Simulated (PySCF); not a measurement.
Numbering as in the mapped SMILES `[F:1][CH:2]([F:3])[C:4]1=[CH:5][C@@H:6]2[CH2:7][C@@H:8]2[CH2:9]1`; H(Xn) means a hydrogen on atom n. Ha(C7) is cis to C5 on the ring; Ha(C9) is cis to C7 on the ring; Hb(C7) is trans to C5 on the ring; Hb(C9) is trans to C7 on the ring.

- PBE0/pcSseg-1 with gauge-including orbitals
- geometry: GFN2-xTB
- program: PySCF 2.14.0 with density-fitted response routines
- one conformer, relativity neglected, isolated molecule

List the cross peaks expected in HSQC, COSY and HMBC spectra.

Answers



HSQC (one-bond C–H):
```
            δH          δC
  6.63 (H(C5))  144.5 (C5)
  6.46 (H(C2))  119.0 (C2)
 2.63 (Hb(C9))   38.8 (C9)
 2.58 (Ha(C9))   38.8 (C9)
  1.94 (H(C6))   28.0 (C6)
  1.77 (H(C8))   20.2 (C8)
 0.99 (Hb(C7))   20.3 (C7)
-0.07 (Ha(C7))   20.3 (C7)
```

COSY cross peaks (H two or three bonds apart, from the bond graph; peaks can be absent where the dihedral angle is near 90°):
```
           δH              δH
 6.63 (H(C5))    1.94 (H(C6))
2.63 (Hb(C9))   2.58 (Ha(C9))
2.63 (Hb(C9))    1.77 (H(C8))
2.58 (Ha(C9))    1.77 (H(C8))
 1.94 (H(C6))    1.77 (H(C8))
 1.94 (H(C6))   0.99 (Hb(C7))
 1.94 (H(C6))  -0.07 (Ha(C7))
 1.77 (H(C8))   0.99 (Hb(C7))
 1.77 (H(C8))  -0.07 (Ha(C7))
0.99 (Hb(C7))  -0.07 (Ha(C7))
```

HMBC (two and three bonds, from the bond graph):
```
            δH                                                                   δC
  6.63 (H(C5))   143.7 (C4), 119.0 (C2), 38.8 (C9), 28.0 (C6), 20.3 (C7), 20.2 (C8)
  6.46 (H(C2))                                    144.5 (C5), 143.7 (C4), 38.8 (C9)
 2.63 (Hb(C9))  144.5 (C5), 143.7 (C4), 119.0 (C2), 28.0 (C6), 20.3 (C7), 20.2 (C8)
 2.58 (Ha(C9))  144.5 (C5), 143.7 (C4), 119.0 (C2), 28.0 (C6), 20.3 (C7), 20.2 (C8)
  1.94 (H(C6))              144.5 (C5), 143.7 (C4), 38.8 (C9), 20.3 (C7), 20.2 (C8)
  1.77 (H(C8))              144.5 (C5), 143.7 (C4), 38.8 (C9), 28.0 (C6), 20.3 (C7)
 0.99 (Hb(C7))                          144.5 (C5), 38.8 (C9), 28.0 (C6), 20.2 (C8)
-0.07 (Ha(C7))                          144.5 (C5), 38.8 (C9), 28.0 (C6), 20.2 (C8)
```

Chemical shifts δ = σref − σ; TMS for ¹H and ¹³C, all at this level.

Short H···H contacts in this conformer between protons four or more bonds apart (candidates for NOE cross peaks, intensity ∝ r⁻⁶): Ha(C7)···Ha(C9) 2.68 Å.

Shifts are as computed. Against solution values, carbons near 30 ppm lie about +3 ppm off and those near 130 ppm about +5 ppm. Of 1211 compounds with measured shifts, 218 miss one by over three times the rms of a fit or turn the order of signals round; such compounds aren't used in these exercises.
